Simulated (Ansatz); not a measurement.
## Reading a saddle point

A first-order saddle point of SiAsH7O, singlet, PBE0-D4/def2-TZVP, with one imaginary mode of 483i cm⁻¹:

Si1  (-0.365, 0.847, -0.795)
O2  (-0.794, 0.420, 0.924)
H3  (-1.164, 0.146, -1.817)
H4  (-1.032, 2.183, -0.619)
H5  (1.029, 1.198, -1.146)
H6  (-0.150, -0.423, 0.961)
As7  (0.923, -1.638, -0.372)
H8  (-0.729, 1.099, 1.617)
H9  (2.033, -1.266, 0.608)
H10  (0.249, -2.565, 0.640)
(Å)

Computed with Ansatz 0.2.0 (basis: def2-TZVPP and def2-QZVPP); correlated methods freeze the cores. Filled d shells of the heavier atoms are correlated. The def2 sets are not built for correlating such inner shells, so the correlated values are less sure here. Extrapolation: Hartree–Fock as exp(−7.88 √X), correlation as X^−2.97.

(1) Which contacts change along the imaginary mode, and what lies on either side? (A judgement: the text doesn't fix the answer.)

(2) Which side is lower, and how far does the saddle lie above each? (To be estimated.)

No T1 diagnostic of these runs exceeds 0.013.

Results:

(1) The calculation gives: The step is SiH₄O ([OH][SiH3]) + AsH₃ → SiAsH₅ ([SiH3][AsH2]) + H₂O, with the molecules in contact on both sides. Shortening one way: Si1–As7, O2–H6; lengthening the same way: Si1–O2, H6–As7.
```csv
pair,one side (Å),saddle (Å),other side (Å)
Si1–As7,4.01,2.83,2.36
O2–H6,2.89,1.06,0.96
Si1–O2,1.65,1.82,3.16
H6–As7,1.52,2.10,3.96
```

(2) By the calculation: The side with Si1–O2, H6–As7 short is lower by 0.505 eV; the saddle lies 2.033 eV above it and 1.527 eV above the other (CCSD(T) at an estimated basis limit (MP2 extrapolated from triple and quadruple zeta, plus CCSD(T) − MP2 in triple zeta); electronic energies).

Labels in which every atom is bracketed show which atoms are joined, not bond orders.

For scale, one of the runs: CCSD(T)/def2-TZVPP, 219 basis functions, launched by `ansatz run in.yaml --threads 4 --pin off --events-out ev --progress --plain --max-ram 9574MiB`. Time: 89 s of wall clock on 4 CPU threads of an Arm Neoverse V2; the host was shared. Peak host memory: 3.2 GiB.
